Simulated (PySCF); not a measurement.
C2H4O3, SMILES O(C)C(O)=O. Atoms are numbered in the order given.

```xyz
9

C      0.0356    -1.8316     0.0000
O      0.7036    -0.5716     0.0000
C     -0.0902     0.4980     0.0000
O     -1.2957     0.4865     0.0000
O      0.6719     1.6001     0.0000
H      0.8252    -2.5926     0.0000
H     -0.5977    -1.9389    -0.8936
H     -0.5977    -1.9389     0.8936
H      0.0602     2.3522     0.0000
```

Coordinates come from a B3LYP-D3(BJ)/def2-SVP optimisation. Other conformers were not sampled.

The numbers are results of TDA-PBE/def2-SVPD in PySCF, not measurements.

Vertical excitations. The molecule is in vacuum. State labels are in the subgroup Cs.

Q: Estimate the UV-visible absorptions. (An estimate is asked for; the answer gives what the named calculation found.)

A: 
| state | symmetry | energy (eV) | λ (nm) | f | main pairs |
|---|---|---|---|---|---|
| S1 | A' | 6.56 | 189 | 0.035 | HOMO→LUMO 99 % |
| S2 | A" | 6.74 | 184 | 0.000 | HOMO→LUMO+1 100 % |
| S3 | A" | 7.17 | 173 | 0.006 | HOMO−1→LUMO 100 % |
| S4 | A' | 7.26 | 171 | 0.001 | HOMO→LUMO+2 98 % |
| S5 | A" | 7.68 | 161 | 0.005 | HOMO−2→LUMO 100 % |
| S6 | A" | 7.89 | 157 | 0.014 | HOMO−1→LUMO+2 100 % |
| S7 | A' | 8.03 | 154 | 0.021 | HOMO→LUMO+3 83 %, HOMO−1→LUMO+1 15 % |
| S8 | A' | 8.28 | 150 | 0.160 | HOMO−1→LUMO+1 49 %, HOMO−2→LUMO+1 24 %, HOMO→LUMO+3 13 % |
| S9 | A" | 8.37 | 148 | 0.000 | HOMO−2→LUMO+2 99 % |
| S10 | A' | 8.52 | 146 | 0.014 | HOMO−3→LUMO 97 % |
| T1 | A" | 6.28 | 198 | 0 | HOMO→LUMO+1 100 % |
| T2 | A' | 6.40 | 194 | 0 | HOMO→LUMO 100 % |
| T3 | A' | 6.66 | 186 | 0 | HOMO−1→LUMO+1 88 % |
| T4 | A" | 7.06 | 175 | 0 | HOMO−1→LUMO 100 % |
Triplets are in the Tamm–Dancoff approximation.
